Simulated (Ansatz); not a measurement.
Isolated molecules relaxed with PBE0-D4/def2-TZVP in Ansatz; ΔE leaves out vibrations. CCSD(T)/CBS is the MP2 limit (def2-TZVPP, def2-QZVPP) plus CCSD(T) − MP2 in def2-TZVPP, frozen cores. This one scheme is used for every species. Functionals use def2-TZVPP. B3LYP here is the variant with VWN-RPA as its local correlation; programs differ in this. HSE06 is defined as in plane-wave codes. def2 core potentials past Kr. For Sn outer-core shells are correlated without core-valence functions, which leaves a few kJ/mol of doubt a bond.

Consider the cleavage of the Sn–Al bond: `[SiH3][Al]([Cl])[SnH3]` + CH₃OH → `C[O][SnH3]` + `[SiH3][AlH][Cl]`.

```
             level  ΔE (kJ/mol)  difference from CCSD(T)/CBS
       LDA (SPW92)         52.1                         16.2
            PBE-D4         46.9                         11.0
         revPBE-D4         40.7                          4.8
         r2SCAN-D4         37.1                          1.2
            B97M-V         16.6                        -19.3
           PBE0-D4         49.5                         13.6
          B3LYP-D4         34.7                         -1.2
        r2SCANh-D4         39.6                          3.7
        r2SCAN0-D4         42.9                          7.0
          HSE06-D4         50.1                         14.2
      CAM-B3LYP-D4         29.6                         -6.3
           ωB97X-V         29.9                         -6.0
           ωB97M-V         34.0                         -1.9
            B2PLYP         32.0                         -3.9
          PBE-QIDH         43.4                          7.5
               PBE         46.7                         10.8
            revPBE         45.3                          9.4
              BLYP         31.5                         -4.4
            r2SCAN         36.8                          0.9
              PBE0         48.9                         13.0
             B3LYP         34.3                         -1.6
           r2SCAN0         42.4                          6.5
             HSE06         49.3                         13.4
             BHLYP         32.6                         -3.3
         CAM-B3LYP         28.4                         -7.5
           LC-ωPBE         36.0                          0.1
RPA@PBE/def2-TZVPP         29.7                         -6.2
       HF/def2-SVP         31.9                         -4.0
     CCSD/def2-SVP         33.3                         -2.6
  CCSD(T)/def2-SVP         33.2                         -2.7
     HF/def2-TZVPP         25.0                        -10.9
    MP2/def2-TZVPP         35.0                         -0.9
SCS-MP2/def2-TZVPP         28.2                         -7.7
   CCSD/def2-TZVPP         36.2                          0.3
CCSD(T)/def2-TZVPP         36.1                          0.2
     HF/def2-QZVPP         22.3                        -13.6
    MP2/def2-QZVPP         33.9                         -2.0
SCS-MP2/def2-QZVPP         27.3                         -8.6
     MP2/CBS(def2)         34.8                         -1.1
    CCSD/CBS(def2)         35.9                          0.0
       CCSD(T)/CBS         35.9                            0
```

Largest T1 diagnostic among the species: 0.013.

Leaving LDA and LC-ωPBE aside and taking each functional with its dispersion term where it has one, the values spread over 33.5 kJ/mol, from B97M-V to HSE06-D4. LDA lies +5.4 kJ/mol from PBE without D4. In def2-TZVPP, CCSD(T) changes the Hartree–Fock value by +11.1 kJ/mol (the triples alone add −0.0 kJ/mol) and MP2 by +10.0 kJ/mol.
